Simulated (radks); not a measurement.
Values are calculated unless marked as measured or tabulated.
Question: Ionisation of neutral hafnium, [Xe] 4f14 5d2 6s2, to Hf+, [Xe] 4f14 5d1 6s2, under several functionals. Scalar-relativistic Kohn-Sham, spin-unpolarised, spherical densities, finite nucleus; a radial shooting solver on a logarithmic mesh with Libxc functionals. The NIST Atomic Spectra Database gives 6.825 eV (measured). Rank these functionals by the error of their Delta-SCF ionisation energy: LDA (Slater exchange, Perdew-Zunger correlation); PBE; exchange-only r2SCAN; exchange-only B88; TASK exchange with Perdew-Wang LDA correlation; revPBE; LDA (Slater exchange, VWN5 correlation).

Answer: From best to worst: LDA (Slater exchange, Perdew-Zunger correlation) 6.732 eV (-0.093); LDA (Slater exchange, VWN5 correlation) 6.731 eV (-0.094); PBE 6.501 eV (-0.324); revPBE 6.442 eV (-0.383); TASK exchange with Perdew-Wang LDA correlation 6.046 eV (-0.779); exchange-only B88 5.659 eV (-1.166); exchange-only r2SCAN 5.405 eV (-1.420). Spin polarisation and multiplet splitting are left out, so open shells lie too high by an amount that depends on their filling. Spin-orbit splitting is averaged out at the scalar-relativistic level.

Beside tabulated values, note that spin-unpolarised runs miss the spin-polarisation part of the exchange energy of open shells.
